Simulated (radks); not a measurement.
Values are calculated unless marked as measured or tabulated.
Kinetic energies: the exact non-interacting value of the Kohn-Sham orbitals and orbital-free approximations, in hartree. Species: Be2+ [He]; Se4+ [Ar] 3d10 4s2; Mg2+ [Ne]; Ar [Ar]; Ba+ [Xe] 6s1. Code: a radial shooting solver on a logarithmic mesh with Libxc functionals. Model: non-relativistic Kohn-Sham, exchange-only LDA, spin-polarised, spherical densities, point nucleus. Every spin shell is full or empty, so the densities are truly spherical. Functionals are evaluated on that one density, not self-consistently.

functional	Be2+	Se4+	Mg2+	Ar	Ba+
exact	13.2943	2391.37	197.471	524.517	7874.58
Thomas-Fermi	12.036	2247.0	181.79	487.45	7468.6
TF + vW	25.330	3379.3	313.08	793.45	10620
TF + vW/9	13.513	2372.8	196.38	521.45	7818.7
TF + vW/5	14.695	2473.4	208.05	548.65	8098.9
APBEK	13.442	2392.9	197.84	525.88	7880.5
Perdew 92	13.516	2373.0	196.40	521.52	7819.4
Thakkar	13.491	2379.1	197.37	523.89	7823.5
Pearson	12.858	2363.8	193.51	516.99	7802.0
LKT	21.416	2924.8	265.25	676.70	9316.8
DePristo-Kress	13.516	2388.4	197.40	524.86	7863.0
Ernzerhof	13.996	2381.4	198.04	524.39	7839.1
